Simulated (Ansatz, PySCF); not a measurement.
Si(OH)3(SH) (H4O3SSi), SMILES O[Si](O)(O)S. Atoms are numbered in the order given.

```xyz
9

O     -1.2322     0.2973    -1.2285
Si    -0.2834    -0.2093     0.0252
O     -0.9222    -0.0171     1.5411
O     -0.0921    -1.8375    -0.1838
S      1.4938     0.9848    -0.0508
H     -1.8474    -0.3686    -1.5624
H     -0.9744     0.8877     1.8718
H      0.2481    -2.3339     0.5699
H      1.4590     1.0956    -1.3982
```
Charge 0, spin multiplicity 1.

Geometry optimised at B3LYP-D3(BJ)/def2-SVP. Other conformers were not sampled.

Two levels are set side by side: PBE-D3(BJ)/def2-SVP (Ansatz, a program for electronic structure) and B3LYP-D3(BJ)/def2-SVP (Ansatz). Each level has its own optimised geometry; the coordinates shown are those of the second. Frequencies come from the Hessian of PySCF at each geometry. Differences are taken from unrounded values.

```tsv
quantity	B3LYP-D3(BJ)	PBE-D3(BJ)	PBE-D3(BJ) minus B3LYP-D3(BJ)
mean bond length (Å)	1.419	1.429	0.011
bond O1–Si2 (Å)	1.652	1.666	0.014
bond Si2–O3 (Å)	1.656	1.670	0.014
bond Si2–O4 (Å)	1.653	1.667	0.014
bond Si2–S5 (Å)	2.142	2.149	0.006
bond O1–H6 (Å)	0.966	0.975	0.009
bond O3–H7 (Å)	0.965	0.974	0.009
bond O4–H8 (Å)	0.965	0.973	0.009
bond S5–H9 (Å)	1.352	1.362	0.009
highest harmonic wavenumber (cm⁻¹)	3878	3767	-110
mean harmonic wavenumber (cm⁻¹)	1102	1073	-29
zero-point energy (kcal/mol)	33.08	32.22	-0.86
```

Exact exchange shortens and stiffens bonds; PBE has none. Differences between two approximate levels are no errors against the true value.
